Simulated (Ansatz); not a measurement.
A nudged elastic band was laid between two geometries of H5InO3S (10 atoms, charge 0, multiplicity 1).

Level of theory: Ansatz 0.2.0, RHF/def2-SVP.

```yaml
movable_images: 5
climbing_image: yes
spring: 5.0 eV/Å²
optimiser: quadratic models (default)
start_path: through a guess of the saddle point
force_threshold: 0.05 eV/Å
iteration_limit: 60
end_points: relaxed
```

Image 0:

```xyz
10
Properties=species:S:1:pos:R:3
In 0.559 -0.224 -0.078
S 1.511 1.725 -1.160
O -0.190 -0.050 1.775
O 0.988 -2.069 -0.659
H -2.127 0.786 -0.872
O -1.735 0.045 -0.430
H 1.341 2.530 -0.106
H 0.106 -0.621 2.467
H 1.508 -2.215 -1.433
H -1.960 0.094 0.497
```

Image 6:

```xyz
10
Properties=species:S:1:pos:R:3
In -0.020 -0.678 0.187
S 0.746 1.823 -1.041
O 0.310 0.023 2.017
O 1.225 -2.024 -0.562
H -0.539 2.041 -1.339
O -1.839 -0.428 -0.586
H 0.703 2.443 0.143
H 1.005 -0.363 2.526
H 0.979 -2.477 -1.352
H -2.571 -0.360 0.007
```

(1) What changes between the two ends?

(2) Give the energies along the band, and the barrier.

(3) What is the geometry of the highest image?

Results:

(1) Bonds broken: H5–O6. Bonds formed: S2–H5.

(2) The forces met the threshold. The highest image is number 4 of 0 to 6, 148.7 kJ/mol above the first end and 40.0 kJ/mol above the last; the last end lies 108.7 kJ/mol above the first. Neighbouring images differ by up to 1.2 eV, so the band resolves the path poorly. A vibrational analysis at the climbing image gives one clearly imaginary mode, 1296i cm⁻¹: a first-order saddle point. The orbitals stay closed-shell, which can raise the energy where a bond breaks towards radicals; this wasn't checked here.

| image | path coordinate (Å) | energy (kJ/mol) | H5–O6 (Å) | S2–H5 (Å) |
| --- | --- | --- | --- | --- |
| 0 | 0.00 | 0.0 | 0.95 | 3.77 |
| 1 | 0.69 | 2.9 | 0.95 | 3.31 |
| 2 | 1.37 | 8.2 | 0.95 | 2.89 |
| 3 | 2.06 | 28.4 | 0.97 | 2.29 |
| 4 | 2.75 | 148.7 | 1.37 | 1.52 |
| 5 | 3.49 | 113.0 | 2.19 | 1.34 |
| 6 | 4.24 | 108.7 | 2.89 | 1.34 |

(3) 
```xyz
10
Properties=species:S:1:pos:R:3
In 0.234 -0.543 0.235
S 0.666 1.751 -1.117
O 0.284 -0.153 2.171
O 1.065 -2.157 -0.542
H -0.763 1.228 -1.040
O -1.530 0.162 -0.640
H 0.609 2.530 -0.032
H 0.849 -0.668 2.724
H 0.995 -2.321 -1.468
H -2.410 0.171 -0.293
```

The run took 3.6 min on 2 threads of Arm Neoverse V1, with other jobs on the host, peak memory 0.26 GiB.
